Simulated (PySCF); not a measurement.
## Dipole moment and polarisability of `CC[C@H]1CO[SiH2]O1`

Species: C4H10O2Si.
Atom-mapped SMILES: `[CH3:1][CH2:2][C@H:3]1[CH2:4][O:5][SiH2:6][O:7]1` (hydrogens: H8, H9, H10 on C1; H11, H12 on C2; H13 on C3; H14, H15 on C4; H16, H17 on Si6)

Structure used (GFN2-xTB), in Å, numbered top down from 1:
```
atom  x, y, z in Å
C1     2.3240    0.3944    0.2354
C2     1.1789   -0.6044    0.1260
C3    -0.0504    0.0198   -0.5296
C4    -1.1954   -1.0069   -0.7212
O5    -2.3964   -0.4280   -0.3064
Si6   -2.1601    0.9692    0.5185
O7    -0.5485    1.0644    0.2664
H8     1.9942    1.2708    0.7871
H9     2.6499    0.7104   -0.7531
H10    3.1692   -0.0520    0.7533
H11    1.4863   -1.4694   -0.4658
H12    0.8970   -0.9487    1.1230
H13    0.2304    0.4510   -1.5000
H14   -1.0058   -1.8997   -0.1144
H15   -1.2918   -1.3055   -1.7686
H16   -2.4134    0.8080    1.9420
H17   -2.8751    2.0387   -0.1570
```

Level: CAM-B3LYP/def2-SVPD (PySCF), static field, nuclei fixed, core orbitals frozen in the response. The polarisability tensor in these axes (au):

```
x   83.12 -3.82 -1.32
y   -3.82 72.22  2.75
z   -1.32  2.75 69.87
```

Diagonalise the tensor; give its mean and Δα, where Δα² is half the sum of the squared differences of the eigenvalues.

Principal values 67.98, 72.61 and 84.63 au; mean 75.07 au = 11.12 Å³ = 12.38 × 10⁻⁴⁰ C²·m²/J; Δα = 14.88 au (20 % of the mean).

What is the dipole moment, and where does it point?

(0.83, -0.53, -0.28) D, 1.02 D in size, pointing from the negative to the positive side. Measured along this direction, the outermost atoms are H17 at the negative end and H10 at the positive end.

Give the principal axes and the span of the nuclei along them.

Largest value along (0.94, -0.32, -0.14), where the nuclei span 6.20 Å; middle along (0.34, 0.74, 0.58), 4.51 Å; least along (-0.08, -0.59, 0.80), 2.88 Å. The response follows the extents in order.

Form Σ f/ω² (atomic units) for the 8 lowest TDDFT singlets, given as eV and f, and set it beside the mean polarisability, which is this sum over all singlets: 7.19, 0.0012; 7.43, 0.0003; 7.53, 0.0037; 7.66, 0.0429; 8.41, 0.0024; 8.44, 0.0295; 8.48, 0.0330; 8.49, 0.0217.

They add up to 1.50 au, 2.0 % of the 75.07 au; the largest single term is 0.54 au, from the state at 7.66 eV. Terms in order: 0.02, 0.00, 0.05, 0.54, 0.03, 0.31, 0.34, 0.22 au. Higher excitations give the rest. The strengths listed sum to 0.135.

Find the Langevin capture rate constant for O2+ (31.990 u) meeting this molecule (118.045 u), k = 2.342 × 10⁻⁹ cm³/s × √(α in Å³ / reduced mass in u).

The reduced mass is 25.17 u, so k = 1.56 × 10⁻⁹ cm³/s. The formula leaves out the permanent dipole, which adds to the capture rate.

Rayleigh depolarisation ratio (linearly polarised light, static tensor)?

ρ = 3Δα²/(45ᾱ² + 4Δα²) = 664.7/(253597 + 886.2) = 0.00261.

What would n − 1 = 2πNα be for an ideal gas of these molecules at 500 K and 1 atm, electronic part alone?

N = p/kT = 1.4678 × 10¹⁹ cm⁻³, so n − 1 = 2π × N × 11.12 × 10⁻²⁴ cm³ = 1026 × 10⁻⁶ at long wavelengths.

The structure is a single GFN2-xTB conformer in the gas phase; no vibrational or solvent corrections.
